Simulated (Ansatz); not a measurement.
Reaction (redistribution): `[F][Cd][O][SiH3]` + `O[SiH](O)N[SiH2]F` → `[OH][Cd][O][SiH3]` + `O[SiH](F)N[SiH2]F`

Isolated molecules relaxed with PBE0-D4/def2-TZVP in Ansatz; ΔE leaves out vibrations. CCSD(T)/CBS is the MP2 limit (def2-TZVPP, def2-QZVPP) plus CCSD(T) − MP2 in def2-TZVPP, frozen cores. Functionals use def2-TZVPP. def2 core potentials past Kr. For Cd outer-core shells are correlated without core-valence functions, which leaves a few kJ/mol of doubt a bond. Each species was taken in one conformer, which may not be the lowest.

Task: Is it downhill or uphill in electronic energy at CCSD(T)/CBS, and by how much? (Estimate.)

Result: Ansatz gave: Downhill: ΔE = -0.17 eV.

Task: What do these levels give: PBE-D4, PBE0-D4, ωB97X-V, ωB97M-V, B2PLYP, r2SCAN, PBE0, HF/def2-TZVPP, CCSD(T)/def2-TZVPP, HF/def2-QZVPP, MP2/CBS(def2), CCSD/CBS(def2)? (An estimate is asked.)

Result: Computed: PBE-D4 -0.13, PBE0-D4 -0.13, ωB97X-V -0.10, ωB97M-V -0.11, B2PLYP -0.19, r2SCAN -0.14, PBE0 -0.15, HF/def2-TZVPP -0.09, CCSD(T)/def2-TZVPP -0.20, HF/def2-QZVPP -0.09, MP2/CBS(def2) -0.22, CCSD/CBS(def2) -0.16 eV.

Largest T1 diagnostic among the species: 0.016.

The D4 term adds +0.04 eV with B3LYP and +0.02 eV with PBE0; it sums over pairs of atoms, weighted by their polarisabilities, and B3LYP, whose exchange is more repulsive, gets the larger term. In def2-TZVPP, CCSD(T) changes the Hartree–Fock value by −0.11 eV (the triples alone add −0.01 eV) and MP2 by −0.16 eV.

B3LYP here is the variant with VWN-RPA as its local correlation; programs differ in this.
